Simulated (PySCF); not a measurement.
**Steps of a relaxation of Ir2N2**

Ir2N2 (triplet; a saddle point, relaxed within its symmetry). PySCF 2.14.0, UKS PBE0, Ir def2-SVP with ECP60, N def2-SVP; non-relativistic Hamiltonian with scalar-relativistic core potentials where named; density fitting; no spin-orbit coupling. Origin of the start: template. Columns: position (Å) and force (eV/Å). Energies are counted from the last step; some of the 5 steps are shown. Forces carry noise of the integration grid, about 0.01 to 0.03 eV/Å.

Run from Python with OMP_NUM_THREADS=2. Where DIIS fails, smearing, a level shift and second-order steps follow.
It took 18 s on 2 threads of Arm Neoverse V1 (shared host), from the converged density of the start.

```xyz
4
step 0  E = 0.394 eV
Ir    0.0000    0.0000    1.3333     0.00    0.00    5.32
Ir    0.0000    0.0000   -1.3333     0.00    0.00   -5.32
N     1.1402    0.0000    0.0000     2.54    0.00    0.00
N    -1.1402    0.0000    0.0000    -2.54    0.00    0.00
```

```xyz
4
step 1  E = 0.009 eV
Ir    0.0000    0.0000    1.3942     0.00    0.00    0.37
Ir    0.0000    0.0000   -1.3942     0.00    0.00   -0.37
N     1.1665    0.0000    0.0000    -0.26    0.00    0.00
N    -1.1665    0.0000    0.0000     0.26    0.00    0.00
```

```xyz
4
step 3  E = 0.000 eV
Ir    0.0000    0.0000    1.4065     0.00    0.00   -0.01
Ir    0.0000    0.0000   -1.4065     0.00    0.00    0.01
N     1.1518    0.0000    0.0000    -0.01    0.00    0.00
N    -1.1518    0.0000    0.0000     0.01    0.00    0.00
```

Question: Where does the relaxation end?

Answer: It converges at step 4 in D2h:
```xyz
4
step 4  E = 0
Ir    0.0000    0.0000    1.4064
Ir    0.0000    0.0000   -1.4064
N     1.1516    0.0000    0.0000
N    -1.1516    0.0000    0.0000
```

Question: How did the contacts change?

Answer: 
```csv
contact,start (Å),end (Å)
Ir1–N3 (N),1.754,1.818
Ir1–N4 (N),1.754,1.818
```


Open shells may have lower solutions than the one found.
